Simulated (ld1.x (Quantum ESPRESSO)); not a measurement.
Values are calculated unless marked as measured or tabulated.
## Hardness and transferability of assorted potentials

Generated with ld1.x 7.5 (TM, RRKJ, ultrasoft, PAW), atompaw 4.2 or ONCVPSP 4.0.1. The cutoff is in Ry: for ld1.x and atompaw files where the sum of valence levels is converged to 10 mRy in a Bessel basis, for ONCV files where the hardest occupied wave has 1 mHa per electron of residual kinetic energy. The error is the largest all-electron minus pseudo excitation energy over each file’s own four to seven test configurations (ionisations up to +4, promotions, holes and added fractions of an electron), all of which were solved. The labels leave out finer settings (local radius, basis sizes, second energies), which also bear on the numbers. Spin-polarised tests are not counted. The rows are a selection from randomly drawn settings: files with unsolved tests, undetermined cutoffs or missed reference levels are left out.

```tsv
element	potential	cutoff (Ry)	largest error (meV)	bound ghosts
O	ultrasoft, PBEsol, scalar-relativistic, rc 0.70/1.95 (sp), local smoothed, core correction yes, reference 2s2 2p1	70	+606	none
Al	TM semilocal, PBE, scalar-relativistic, rc 1.90/1.70 (sp), local p, core correction yes, reference 3s2 3p1	12	+12	none
Hf	TM, LDA (PZ), scalar-relativistic, rc 2.70/3.50/2.40 (spd), local s, core correction yes, reference 5d2 6s2 6p0	21	-289	none
Ta	TM, LDA (PZ), scalar-relativistic, rc 2.90/3.45/2.75 (spd), local smoothed, core correction yes, reference 5d3 6s1.75 6p0.25	21	-60	none
Pt	TM, PBE, scalar-relativistic, rc 1.85/3.10/1.85 (spd), local s, core correction no, reference 5d9 6s1 6p0	40	-174	none
```

(1) Fill in the row for Ag: PAW, PBE, scalar-relativistic, rc 1.70/1.40/1.50 (spd), local smoothed, core correction yes, reference 4s2 4p6 4d10 5s0.5 5p0.

(2) Fill in the row for N: TM, PW91, non-relativistic, rc 0.70/1.15/1.05 (spd), local p, core correction no, reference 2s2 2p1.

(3) Fill in the row for F: PAW, PBEsol, non-relativistic, rc 0.55/1.05/1.00 (spd), local smoothed, core correction yes, reference 2s2 2p5.

## Answers

(1) cutoff 70 Ry, largest error -39 meV, bound ghosts: none.

(2) cutoff 140 Ry, largest error +382 meV, bound ghosts: none.

(3) cutoff 120 Ry, largest error -37 meV, bound ghosts: none.
